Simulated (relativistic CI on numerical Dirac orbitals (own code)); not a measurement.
# Radial parameters of Ru16+

Computed by Dirac-Coulomb-Breit CI, KLI orbitals optimised for each configuration, model QED (radiative potential, 1s self-energy scaled to tabulated hydrogen-like ionisation energies), unscaled Slater integrals (own radial code, finite nucleus).

Slater integrals F^k, G^k are unscaled and averaged over j, outside the closed core [Ne] 3s2; ζ comes from projecting the Hamiltonian with its Breit term on Σ l·s of the shell.

- 3p⁶3d⁹4s: ζ(3d) = 13975, G^2(3d,4s) = 26748 cm⁻¹; <r>(3d) = 0.3679, <r^2>(3d) = 0.1602, <r>(4s) = 0.8614, <r^2>(4s) = 0.832 (bohr units).
- 3p⁶3d⁹4p: ζ(3d) = 13986, F^2(3d,4p) = 76837, G^1(3d,4p) = 25474, G^3(3d,4p) = 25283, ζ(4p) = 30457 cm⁻¹; <r>(3d) = 0.3679, <r^2>(3d) = 0.1601, <r>(4p) = 0.8945, <r^2>(4p) = 0.9021 (bohr units).
- 3p⁶3d⁹4d: ζ(3d) = 13980, F^2(3d,4d) = 73165, F^4(3d,4d) = 35851, G^0(3d,4d) = 24819, G^2(3d,4d) = 30004, G^4(3d,4d) = 23208, ζ(4d) = 3219 cm⁻¹; <r>(3d) = 0.3679, <r^2>(3d) = 0.1602, <r>(4d) = 0.9415, <r^2>(4d) = 1.011 (bohr units).

Averages of the first 10 configurations, taken without configuration mixing, which lowers the lowest level and can move excited configurations by several eV; other configurations of the list can lie among them:

```
Configuration  Parity  States  Average energy above the lowest level (eV)
      3p⁶3d¹⁰    even       1                                         0.1
     3p⁶3d⁹4s    even      20                                       263.4
     3p⁶3d⁹4p     odd      60                                       300.9
     3p⁶3d⁹4d    even     100                                       358.3
    3p⁶3d⁸4s²    even      45                                       544.7
     3p⁶3d⁹4f     odd     140                                       414.4
   3p⁶3d⁸4s4p     odd     540                                       579.4
    3p⁵3d¹⁰4s     odd      12                                       451.1
     3p⁶3d⁹5s    even      20                                       440.2
    3p⁶3d⁸4p²    even     675                                       619.4
```
